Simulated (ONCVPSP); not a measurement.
# revPBE ONCV dataset for thulium (Tm), scalar-relativistic all-electron reference.

Tm (Z = 69), optimised norm-conserving Vanderbilt (ONCV), made with ONCVPSP 4.0.1 (revPBE, scalar-relativistic). Core [Kr] 4d10 4f12, reference 5s2 5p6 5d1 6s2. Waves: 5s+6s: rc 1.65 bohr, ncon 4, nbas 7, qcut 5.6 1/bohr, 2 projectors; 5p: rc 2.30 bohr, ncon 3, nbas 8, qcut 6.8 1/bohr, 1 projector; 5d: rc 2.90 bohr, ncon 4, nbas 9, qcut 4.8 1/bohr, 2 projectors, debl 0.9 Ha. Local part: polynomial inside 1.30 bohr (lpopt 5, dvloc0 3 Ha). Core correction: Teter function, fcfact 4.75, rcfact 1.9.

All-electron outer shells of the reference configuration (revPBE, scalar-relativistic, ld1.x):

| shell | level (eV) | outermost node (bohr) | outermost maximum (bohr) |
| --- | --- | --- | --- |
| 5s | -57.66 | 0.59 | 1.08 |
| 5p | -30.39 | 0.63 | 1.24 |
| 4f | -9.55 | – | 0.49 |
| 6s | -4.45 | 1.46 | 3.17 |
| 5d | -1.93 | 0.71 | 1.85 |

(1) Estimate the cutoffs (Ha) at which the residual kinetic energy of the hardest occupied pseudo-wave falls to 1 and 0.1 mHa per electron.

(2) Does the potential have ghost states?

(3) Which valence shell sets the plane-wave cutoff?

Answers

(1) 16 Ha and 42 Ha.

(2) No bound ghost flagged; GHOST(+) flagged for s at 178.9 eV.

(3) 5s: 16 Ha for 1 mHa per electron, against 14 Ha for 6s.

Its largest configuration-test error is -208 meV (5s2 5p6 5d1 6s0). 1 of 4 tests not solved or not reliable.
